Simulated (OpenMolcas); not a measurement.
Ni4+: effect of the level shift or regulariser

| Property | Result |
| --- | --- |
| Program | OpenMolcas |
| Basis | ANO-RCC-VQZP [7s6p4d3f2g1h] |
| Scalar Hamiltonian | DKH2, point nucleus |
| Active space | 6 electrons in 5 orbitals (3d) |
| State averaging | 2S+1 = 5 even, 5 roots; 2S+1 = 3 even, 45 roots; 2S+1 = 1 even, 50 roots |
| Spin-orbit coupling | state interaction with AMFI integrals over the reference wave functions, term energies averaged over their components |

Methods on the same reference wave functions:
A. CASSCF
B. MS-CASPT2, IPEA 0.25 Eh, imaginary shift 0.1 Eh (closed shells correlated: 3s 3p)
C. MS-CASPT2, IPEA 0.25 Eh, sigma2 regulariser 0.3 Eh (closed shells correlated: 3s 3p)

Energies in cm⁻¹ above 3d⁶ ⁵D₄, the measured ground level; measured values from Corliss and Sugar, J. Phys. Chem. Ref. Data 10, 197 (1981).

```csv
Level,A,B,C,Measured
3d⁶ ⁵D₄,0.0,0.0,0.0,0.0
3d⁶ ⁵D₃,846,851,851,890
3d⁶ ⁵D₂,1433,1432,1432,1490
3d⁶ ⁵D₁,1810,1802,1802,1872
3d⁶ ⁵D₀,1994,1982,1982,2058
3d⁶ ³H₆,29588,27330,27330,27111
3d⁶ ³H₅,30007,27720,27720,27578
3d⁶ ³H₄,30302,27950,27950,27859
3d⁶ ³P₂(1),32223,26030,26030,26153
3d⁶ ³F₄(1),33801,29210,29210,29124
3d⁶ ³F₃(1),34289,29620,29620,29571
3d⁶ ³F₂(1),34659,29940,29940,29899
3d⁶ ³P₁(1),34699,28510,28510,28698
3d⁶ ³P₀(1),35673,29480,29480,29640
3d⁶ ³G₅,37329,33490,33490,33256
3d⁶ ³G₄,38150,34250,34250,34062
3d⁶ ³G₃,38471,34550,34550,34416
3d⁶ ¹I₆,44663,41630,41630,41252
3d⁶ ¹G₄(1),47259,42870,42870,42208
3d⁶ ³D₁,48187,41850,41850,41701
3d⁶ ³D₂,48211,41830,41830,41627
3d⁶ ³D₃,48455,42110,42110,41920
3d⁶ ¹S₀(1),54827,47960,47960,47700
3d⁶ ¹D₂(1),58505,49420,49420,48607
```

Deviations, from unrounded energies. A percentage is the sum of absolute deviations over the sum of measured energies, with the sign that they share, or ± where signs differ.

```
                        Against measurement  Levels      A     B     C
             mean absolute deviation (cm-1)      23   4200   200   200
      fine structure of the ground term (%)       4   -3.6  -3.8  -3.8
other terms of the ground configuration (%)      19  +14.6  ±0.7  ±0.7
```

B, C lie about equally close to measurement and A furthest from it. The largest miss of C in the table is 3d⁶ ¹D₂(1), by +820 cm-1. The ranking rests on the paired levels alone, and a cruder setting can come out closer through cancelling errors.

Between B and C no level of the table moves by more than 5 cm-1.

The two smallest mean deviations differ by little beside CASPT2's spread within terms, so their order carries little weight.

From A to B the spin-free energies of the other terms of 3d⁶ shown, above ⁵D, scale by factors of 0.81 to 0.93, as is usual when dynamic correlation screens the repulsion within a d or f shell.

The lowest spin-free term lies below A's lowest term by 0.541 hartree in B, 0.541 hartree in C.

Term energies are means over components that CASPT2 splits; among the terms shown or strongly mixed into the levels shown the widest spread is 980 cm-1 (3d⁶ ¹I, C). Without dynamic correlation excited terms often stand tens of per cent too high (terms of higher spin than the ground term too low), and those without a measured partner can miss by more than the paired ones (holds for A). The CASPT2 spread within a term exceeds the gap to the next term for 3d⁶ ¹I and 3d⁶ ³D, so the order of their levels is uncertain (holds for B; C). Computed and measured levels are paired by configuration, term and J; levels that our copy of the source lacks, or whose pairing is in doubt (as where it misses far off the trend of its configuration), stay unpaired and out of the deviations. Only configurations of the active space appear. The table leaves out levels that lie high or whose names do not pair safely across all columns.

A number in round brackets counts repeated terms of one configuration in the order of the reference energies.
